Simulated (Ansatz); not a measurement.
Cartesian coordinates in Å:
```
C 1.284 -1.406 0.439
Si -0.065 -0.713 -0.710
Al -2.023 -0.124 0.533
B -0.204 1.254 0.056
C 0.488 1.015 -1.285
H 1.931 -2.058 -0.157
H 0.847 -2.014 1.233
H 1.918 -0.639 0.889
H -2.289 -1.040 1.798
H -3.080 0.912 -0.063
H -0.216 2.169 0.821
H -0.118 1.331 -2.138
H 1.526 1.313 -1.418
```

Charge 0, multiplicity 1.

Problem. List the ωB97M-V/def2-TZVPP orbital energies in eV (the Gaussian-basis code of Ansatz). (Estimate.)

Solution. Ansatz gave: Occupied: -1806.63, -1531.71, -281.16, -281.16, -188.62, -147.69, -116.34, -101.87, -101.78, -101.73, -75.97, -75.86, -75.81, -23.21, -22.10, -17.24, -15.43, -14.69, -14.10, -13.94, -13.60, -12.67, -10.82, -10.43, -9.65, -8.35. Lowest empty: -0.40, 0.49, 1.80, 2.18, 2.27, 2.76, 2.96, 3.46.
